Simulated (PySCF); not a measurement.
# One molecule, several mistakes: AlBGeH5O

These are calculations, not measurements. They come from PySCF 2.14.0, an open-source quantum chemistry program, on an isolated molecule that a program drew, which may never have been made. The molecule is AlBGeH5O (charge 0, doublet), drawn as the SMILES string `[OH][Al][BH][GeH3]`.

Each row is a Hartree-Fock (HF) and frozen-core CCSD(T) single point in the cc-pV(D+d)Z basis, meant for a local HF minimum. Run 1 is clean. Each other run has one planted mistake out of seven kinds, and not every kind appears here: one electron removed, one electron added, multiplicity raised by two, geometry at a saddle point, minimal basis STO-3G, one bond length entered in bohr, all coordinates scaled. The reference is restricted for singlets and unrestricted otherwise, and also for a bond in bohr. Adding or removing an electron swaps singlet and doublet. Electrons count all cores. HOMO and LUMO are orbital energies over both spins, the gradient is its largest component, and the lowest frequency (negative if imaginary) is given only where the gradient is small. Bond lengths are over the 8 bonds as drawn. T1 is the CCSD diagnostic: over 0.02 (restricted) or 0.045 (unrestricted) a single reference is doubtful. Germanium has the cc-pVDZ-PP basis, with a core potential (ECP10MDF) in place of its 10 inner electrons, and its 3s, 3p and 3d shells are frozen in CCSD(T).

Geometry of the clean run:
```xyz
9
AlBGeH5O, angstrom
O     0.4372    3.8347    1.8951
Al    0.4708    2.5256    0.8292
B     0.0397    0.4595    1.1089
Ge    1.5019   -0.9759    1.5224
H     0.2118    3.9192    2.8062
H    -1.0368    0.0487    0.7634
H     1.7116   -1.9296    0.3355
H     1.0546   -1.8207    2.7280
H     2.8720   -0.3708    1.8727
```

| run | electrons | basis functions | <S^2> | HOMO (eV) | LUMO (eV) | gradient (hartree/bohr) | lowest frequency (cm^-1) | mean bond (Å) | longest bond (Å) | T1 | HF (hartree) | CCSD(T) (hartree) | mistake |
|---|---|---|---|---|---|---|---|---|---|---|---|---|---|
| 1 | 63 | 99 | 0.837 | -7.74 | 0.90 | 3.5e-05 | 61 | 1.5834 | 2.129 | 0.0311 | -637.74342 | -638.21826 | no fault |
| 2 | 63 | 99 | 1.682 | -7.79 | 0.83 | 8.3e-03 | - | 1.7544 | 2.907 | 0.0532 | -637.64170 | -638.10510 | one bond length entered in bohr |
| 3 | 62 | 99 | 0.000 | -15.58 | -6.03 | 4.0e-02 | - | 1.5834 | 2.129 | 0.0194 | -637.49061 | -637.95911 | one electron removed |
| 4 | 64 | 99 | 0.000 | -0.69 | 6.07 | 2.6e-02 | - | 1.5834 | 2.129 | 0.0309 | -637.73389 | -638.25232 | one electron added |
| 5 | 63 | 99 | 0.848 | -7.52 | 1.17 | 1.3e-01 | - | 1.4456 | 1.944 | 0.0354 | -637.67370 | -638.14377 | all coordinates scaled |
| 6 | 63 | 99 | 3.770 | -7.26 | -1.60 | 2.8e-02 | - | 1.5834 | 2.129 | 0.0251 | -637.64727 | -638.10951 | ? |

**Which mistake was planted in run 6, and what did it cost?**

Electrons, basis and geometry are unchanged, and <S^2> is 3.770, beside S(S+1) = 3.75 for a multiplicity of 4. So the mistake is: multiplicity raised by two. Subtracting run 1 and multiplying by 627.51 kcal/mol a hartree, the energy moved by 60.3 kcal/mol in HF and 68.2 kcal/mol in CCSD(T).

Cautions from the logs. Run 2: T1 is over the limit, so its CCSD(T) energy is less reliable; run 4: T1 is over the limit, so its CCSD(T) energy is less reliable.
